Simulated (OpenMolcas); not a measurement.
**A ladder of methods for SiN2H6O (SMILES N[SiH](N)O)**

SiN2H6O has 10 atoms, charge 0, and is taken as a singlet. SMILES: `N[SiH](N)O`. The shape is that of a PBE0-D4/def2-TZVP optimisation. This is one conformer, not always the lowest.

```
atom    x (Å)    y (Å)    z (Å)
   N  -0.7755   1.2155  -0.1378
  Si   0.4923   0.0857   0.0871
   N  -0.2486  -1.2498   0.8474
   O   1.2067  -0.1183  -1.3842
   H  -0.6207   2.0363  -0.7002
   H  -1.4132   1.4053   0.6182
   H   1.6427   0.4595   0.9440
   H  -1.1235  -1.6250   0.5197
   H   0.3023  -1.9429   1.3253
   H   0.6208  -0.3174  -2.1166
```

Each level gives the energy change with the Si2–N3 bond stretched from 1.706 to 1.962 Å (eV). The values are calculated.

```csv
level,kind,program,value (eV),less CCSD(T)/def2-SVP,CPU time (all runs)
HF/def2-SVP (unrestricted),Hartree–Fock,OpenMolcas,0.66,+0.08,13 s
SVWN5/def2-SVP (restricted),LDA,OpenMolcas,0.61,+0.03,38 s
BLYP/def2-SVP (restricted),GGA,OpenMolcas,0.45,-0.13,58 s
revPBE/def2-SVP (restricted),GGA,OpenMolcas,0.44,-0.14,55 s
M06-L/def2-SVP (restricted),meta-GGA,OpenMolcas,0.58,0.00,69 s
B3LYP/def2-SVP (restricted),global hybrid,OpenMolcas,0.55,-0.03,55 s
B2PLYP/def2-SVP (restricted),double hybrid,OpenMolcas,0.58,0.00,43 s
MP2/def2-SVP (restricted),perturbation theory,OpenMolcas,0.60,+0.02,11 s
CCSD(T)/def2-SVP (restricted),coupled cluster or CI,OpenMolcas,0.58,0.00,2.2 min
```

Differences are taken from CCSD(T)/def2-SVP (restricted) for orientation; it has basis-set and higher-order errors of its own. The first shape isn't each level's own minimum. The values span 0.44 to 0.66 eV. Times are those of the runs behind each value, whatever else they computed, on shared processors of several kinds: orders of magnitude only.
